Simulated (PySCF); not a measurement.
PySCF input (M06-2X/def2-TZVPD):

```python
from pyscf import gto, scf, dft

mol = gto.M(
    atom='''
    Te   -0.00000000   -0.00000000   -1.28732366
    Te    0.00000000    0.00000000    1.28732366
    ''',
    basis='def2-tzvpd',
    ecp='def2-tzvp',
    charge=1,
    spin=1,
    symmetry='D2h',
    verbose=4,
)

mf = dft.UKS(mol, xc='m062x').density_fit(auxbasis='def2-universal-jkfit')
mf.grids.level = 4
mf.conv_tol = 1e-9
mf.max_cycle = 100
mf.max_memory = 1500
mf.kernel()
if not mf.converged:
    mf = mf.newton()
    mf.kernel(mf.make_rdm1())
mf.analyze()
```

End of the output:

```
Extra cycle  E= -535.590802266724  delta_E= -4.21e-12  |g|= 7.32e-07  |ddm|= 4.56e-06
converged SCF energy = -535.590802266724  <S^2> = 0.76123785  2S+1 = 2.0112065
**** SCF Summaries ****
Total Energy =                        -535.590802266723585
Nuclear Repulsion Energy =             118.387505396242020
One-electron Energy =                -1158.523099070263243
Two-electron Energy =                  504.544791407297623
Two-electron Coulomb Energy =          545.621467715173367
DFT Exchange-Correlation Energy =      -41.076676307875751
HOMO-LUMO gap [eV] =                     3.625650905837985
Wave-function symmetry = B2g
alpha occupancy for each irrep:     Ag  B1g  B2g  B3g   Au  B1u  B2u  B3u
                                     6    1    3    2    1    5    3    3
beta  occupancy for each irrep:     Ag  B1g  B2g  B3g   Au  B1u  B2u  B3u
                                     6    1    2    2    1    5    3    3
**** MO energy ****
alpha MO #1 (Ag #1), energy= -6.78573233833806 occ= 1
alpha MO #2 (B1u #1), energy= -6.78568708277486 occ= 1
alpha MO #3 (B2u #1), energy= -4.88943565692196 occ= 1
alpha MO #4 (B3g #1), energy= -4.88937684592239 occ= 1
alpha MO #5 (Ag #2), energy= -4.88505778701568 occ= 1
alpha MO #6 (B1u #2), energy= -4.88454313596433 occ= 1
alpha MO #7 (B3u #1), energy= -4.88332095297012 occ= 1
alpha MO #8 (B2g #1), energy= -4.88326631425912 occ= 1
alpha MO #9 (Ag #3), energy= -2.01172252498731 occ= 1
alpha MO #10 (B2u #2), energy= -2.0086964611355 occ= 1
alpha MO #11 (B1u #3), energy= -2.00670900867567 occ= 1
alpha MO #12 (B1g #1), energy= -2.0060017037967 occ= 1
alpha MO #13 (Au #1), energy= -2.00551331770647 occ= 1
alpha MO #14 (B3g #2), energy= -2.00511918910355 occ= 1
alpha MO #15 (Ag #4), energy= -2.00481363962079 occ= 1
alpha MO #16 (B3u #2), energy= -2.00360823766986 occ= 1
alpha MO #17 (B2g #2), energy= -2.00015140008321 occ= 1
alpha MO #18 (B1u #4), energy= -1.99956204240422 occ= 1
alpha MO #19 (Ag #5), energy= -0.993714517649125 occ= 1
alpha MO #20 (B1u #5), energy= -0.870390302057987 occ= 1
alpha MO #21 (Ag #6), energy= -0.592371023782416 occ= 1
alpha MO #22 (B3u #3), energy= -0.575191494468156 occ= 1
alpha MO #23 (B2u #3), energy= -0.542624130375304 occ= 1
alpha MO #24 (B2g #3), energy= -0.491016670254009 occ= 1
alpha MO #25 (B3g #3), energy= -0.357776455912366 occ= 0
alpha MO #26 (B1u #6), energy= -0.24205031365585 occ= 0
alpha MO #27 (Ag #7), energy= -0.135936346862272 occ= 0
alpha MO #28 (B2u #4), energy= -0.101415578022034 occ= 0
alpha MO #29 (B3u #4), energy= -0.0989710966872099 occ= 0
alpha MO #30 (B1u #7), energy= -0.0979957313068631 occ= 0
alpha MO #31 (B1g #2), energy= -0.0936704763303351 occ= 0
alpha MO #32 (Ag #8), energy= -0.0920077944123206 occ= 0
alpha MO #33 (Ag #9), energy= -0.0887609066390017 occ= 0
alpha MO #34 (B3g #4), energy= -0.0716953186029574 occ= 0
alpha MO #35 (B2g #4), energy= -0.0712163838000048 occ= 0
alpha MO #36 (B3u #5), energy= -0.0655328336959817 occ= 0
alpha MO #37 (B2u #5), energy= -0.064968158785045 occ= 0
alpha MO #38 (B1u #8), energy= -0.0235894319079746 occ= 0
alpha MO #39 (Au #2), energy= -0.0216008388268527 occ= 0
alpha MO #40 (B1u #9), energy= -0.0152179946121436 occ= 0
alpha MO #41 (Ag #10), energy= 0.0129303147530919 occ= 0
alpha MO #42 (B1u #10), energy= 0.0170677358258233 occ= 0
alpha MO #43 (B3g #5), energy= 0.0353072352960515 occ= 0
alpha MO #44 (B2g #5), energy= 0.0390411374500799 occ= 0
alpha MO #45 (B2u #6), energy= 0.066526105483085 occ= 0
alpha MO #46 (B3u #6), energy= 0.0689639673006006 occ= 0
alpha MO #47 (Ag #11), energy= 0.0833358494148735 occ= 0
alpha MO #48 (B2u #7), energy= 0.117973050228084 occ= 0
alpha MO #49 (B3u #7), energy= 0.121549394763626 occ= 0
alpha MO #50 (B1g #3), energy= 0.132675042106783 occ= 0
alpha MO #51 (B3g #6), energy= 0.136116088612649 occ= 0
alpha MO #52 (Ag #12), energy= 0.137798165672081 occ= 0
alpha MO #53 (B2g #6), energy= 0.14258646320618 occ= 0
alpha MO #54 (Au #3), energy= 0.189352303546173 occ= 0
alpha MO #55 (Ag #13), energy= 0.191589146269504 occ= 0
alpha MO #56 (B1u #11), energy= 0.195461976686797 occ= 0
alpha MO #57 (B1u #12), energy= 0.210350600570442 occ= 0
alpha MO #58 (B3g #7), energy= 0.26747583865182 occ= 0
alpha MO #59 (B2g #7), energy= 0.268627549761388 occ= 0
alpha MO #60 (B1u #13), energy= 0.301397283133258 occ= 0
alpha MO #61 (Ag #14), energy= 0.339769301188243 occ= 0
alpha MO #62 (B1u #14), energy= 0.537738131470672 occ= 0
alpha MO #63 (B1g #4), energy= 0.545272288454682 occ= 0
alpha MO #64 (B3u #8), energy= 0.547209114656408 occ= 0
alpha MO #65 (B2u #8), energy= 0.548423189706445 occ= 0
alpha MO #66 (Ag #15), energy= 0.550749771414943 occ= 0
alpha MO #67 (B3u #9), energy= 0.601990307221022 occ= 0
alpha MO #68 (B2u #9), energy= 0.607945622820107 occ= 0
alpha MO #69 (Ag #16), energy= 0.614016981180834 occ= 0
alpha MO #70 (B2g #8), energy= 0.626876647718024 occ= 0
alpha MO #71 (B3g #8), energy= 0.633026224776819 occ= 0
alpha MO #72 (Au #4), energy= 0.700158046026416 occ= 0
alpha MO #73 (B1u #15), energy= 0.704400084001812 occ= 0
alpha MO #74 (B3g #9), energy= 0.83810672189557 occ= 0
alpha MO #75 (B2g #9), energy= 0.838279198330167 occ= 0
alpha MO #76 (B3u #10), energy= 0.857415210214585 occ= 0
alpha MO #77 (B2u #10), energy= 0.872827693565117 occ= 0
alpha MO #78 (B1u #16), energy= 0.933309829511026 occ= 0
alpha MO #79 (B2g #10), energy= 0.987212640173807 occ= 0
alpha MO #80 (Ag #17), energy= 0.989234802384279 occ= 0
alpha MO #81 (B3g #10), energy= 0.997060248009168 occ= 0
alpha MO #82 (B1u #17), energy= 1.19638663677598 occ= 0
alpha MO #83 (Ag #18), energy= 1.24595111299364 occ= 0
alpha MO #84 (B1g #5), energy= 1.24657793831208 occ= 0
alpha MO #85 (B1u #18), energy= 1.28139261816664 occ= 0
alpha MO #86 (Au #5), energy= 1.2830153752586 occ= 0
alpha MO #87 (B3u #11), energy= 1.30319386600335 occ= 0
alpha MO #88 (B2u #11), energy= 1.30660489138895 occ= 0
alpha MO #89 (B2g #11), energy= 1.31588945005297 occ= 0
alpha MO #90 (B3g #11), energy= 1.32100839391644 occ= 0
alpha MO #91 (Ag #19), energy= 1.41057649485158 occ= 0
alpha MO #92 (B1u #19), energy= 1.44232111600296 occ= 0
alpha MO #93 (B2u #12), energy= 2.63020404019621 occ= 0
alpha MO #94 (Ag #20), energy= 2.63250559757265 occ= 0
alpha MO #95 (B1g #6), energy= 2.63363387950879 occ= 0
alpha MO #96 (B3u #12), energy= 2.6427758011961 occ= 0
alpha MO #97 (B3u #13), energy= 2.66322704243805 occ= 0
alpha MO #98 (B2u #13), energy= 2.66441516606653 occ= 0
alpha MO #99 (B2g #12), energy= 2.67594643317342 occ= 0
alpha MO #100 (B3g #12), energy= 2.67746434172757 occ= 0
alpha MO #101 (B1u #20), energy= 2.72534612203551 occ= 0
alpha MO #102 (Au #6), energy= 2.72589203762756 occ= 0
[...]
```

This state (charge 1, doublet) is run at the relaxed geometry of the species with charge 0 and multiplicity 3.
